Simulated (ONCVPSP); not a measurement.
## u(r) = r·R(r): atom against pseudo-atom (samarium)

Columns: radius, all-electron u(r) and pseudo u(r) of the 5d shell (level -2.74 eV) of samarium in the configuration [Kr] 4d10 4f5 5s2 5p6 5d1 6s2; PBE, scalar-relativistic, ONCV scheme, ONCVPSP 4.0.1.

```json
{"r (bohr)": "0.130", "all-electron": "0.1697", "pseudo": "0.0006"}
{"r (bohr)": "0.260", "all-electron": "0.0202", "pseudo": "0.0049"}
{"r (bohr)": "0.390", "all-electron": "-0.2037", "pseudo": "0.0174"}
{"r (bohr)": "0.520", "all-electron": "-0.2667", "pseudo": "0.0428"}
{"r (bohr)": "0.650", "all-electron": "-0.1933", "pseudo": "0.0835"}
{"r (bohr)": "0.780", "all-electron": "-0.0563", "pseudo": "0.1385"}
{"r (bohr)": "0.910", "all-electron": "0.0944", "pseudo": "0.2036"}
{"r (bohr)": "1.040", "all-electron": "0.2333", "pseudo": "0.2744"}
{"r (bohr)": "1.170", "all-electron": "0.3505", "pseudo": "0.3481"}
{"r (bohr)": "1.300", "all-electron": "0.4435", "pseudo": "0.4232"}
{"r (bohr)": "1.430", "all-electron": "0.5134", "pseudo": "0.4971"}
{"r (bohr)": "1.560", "all-electron": "0.5629", "pseudo": "0.5635"}
{"r (bohr)": "1.690", "all-electron": "0.5956", "pseudo": "0.6145"}
{"r (bohr)": "1.820", "all-electron": "0.6145", "pseudo": "0.6437"}
{"r (bohr)": "1.950", "all-electron": "0.6226", "pseudo": "0.6506"}
{"r (bohr)": "2.080", "all-electron": "0.6225", "pseudo": "0.6414"}
{"r (bohr)": "2.210", "all-electron": "0.6161", "pseudo": "0.6248"}
{"r (bohr)": "2.340", "all-electron": "0.6051", "pseudo": "0.6074"}
{"r (bohr)": "2.470", "all-electron": "0.5909", "pseudo": "0.5911"}
{"r (bohr)": "2.600", "all-electron": "0.5745", "pseudo": "0.5745"}
{"r (bohr)": "2.730", "all-electron": "0.5566", "pseudo": "0.5566"}
{"r (bohr)": "2.860", "all-electron": "0.5378", "pseudo": "0.5378"}
{"r (bohr)": "2.990", "all-electron": "0.5185", "pseudo": "0.5185"}
{"r (bohr)": "3.120", "all-electron": "0.4991", "pseudo": "0.4991"}
{"r (bohr)": "3.250", "all-electron": "0.4796", "pseudo": "0.4796"}
{"r (bohr)": "3.380", "all-electron": "0.4604", "pseudo": "0.4604"}
```

Q: How many radial nodes do the two functions have?

A: The all-electron 5d function has n − l − 1 = 2; the pseudo-wave has 0, since the states of the same l below it are removed with the core.

Q: At about which radius was the pseudo-wave matched?

A: 2.60 bohr, where the columns begin to agree (steps of 0.13 bohr).

Q: Is the pseudo-wave norm-conserving?

A: Yes: the ONCV scheme keeps the norm inside the radius equal to the all-electron one, which fixes the energy derivative of the logarithmic derivative at the level.
